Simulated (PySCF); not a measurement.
**Si3H5O3F**

Si3H5O3F is a molecule, neutral, singlet. The structure was relaxed in the gas phase by PBE0-D3(BJ)/def2-SVP. No frequency run checks that it is a minimum.

SMILES: F[SiH]1O[SiH2]O[SiH2]O1

```tsv
atom	x (Å)	y (Å)	z (Å)
O1	1.328	0.412	-0.664
Si2	0.098	1.515	-0.894
O3	-1.212	0.963	-0.032
Si4	-1.477	-0.405	0.874
O5	-0.054	-1.277	0.866
Si6	1.377	-1.054	0.083
F7	1.531	-2.196	-1.042
H8	-0.245	1.583	-2.337
H9	0.527	2.832	-0.364
H10	-2.557	-1.215	0.256
H11	-1.800	-0.025	2.271
H12	2.521	-1.160	1.000
```

Shieldings: GIAO PBE0/pcSseg-1. Shifts are against computed references at the same level: H TMS (σ 31.27 ppm), Si TMS (σ 352.0 ppm). Core levels by delta-SCF with SCAN, pcX-2 on the ionised atom and pcseg-1 elsewhere, spin-free X2C (2p3/2 is the spin-free 2p value less a third of a first-order spin-orbit splitting); from the vacuum level, for chosen atoms.

Task: Give the shieldings and core levels atom by atom.

Result: 
| atoms | bonded to | σ (ppm) | δ (ppm) | core level (eV) |
| --- | --- | --- | --- | --- |
| O1 O5 | 2 Si | 233.9 | - | 1s 538.52 |
| Si2 Si4 | 2 O + 2 H | 382.9 | -30.9 | 2p3/2 108.53 |
| O3 | 2 Si | 251.7 | - | 1s 538.38 |
| Si6 | 1 F + 2 O + 1 H | 418.4 | -66.4 | 2p3/2 109.13 |
| F7 | 1 Si | 301.9 | - | 1s 692.63 |
| H8 H10 | 1 Si | 26.05 | 5.22 | - |
| H9 H11 | 1 Si | 26.10 | 5.17 | - |
| H12 | 1 Si | 26.70 | 4.56 | - |

Values are those of this one static structure; atoms that internal rotation interchanges would show their mean in an NMR spectrum.

Task: Which of Si2, Si6 holds its core electrons tightest, and by how much against the loosest?

Result: Si6 (bonded to 1 F + 2 O + 1 H), by 0.60 eV over Si2 (bonded to 2 O + 2 H).

Task: By CAM-B3LYP/def2-SVPD (TDDFT singlets, Tamm-Dancoff triplets, ionisation by delta-SCF), where does absorption start, and what does vertical ionisation take?

Result: The lowest singlet lies at 7.68 eV (f 0.005), the strongest of the first 6 at 8.77 eV (f 0.126), the lowest triplet at 7.29 eV; vertical ionisation takes 11.09 eV.
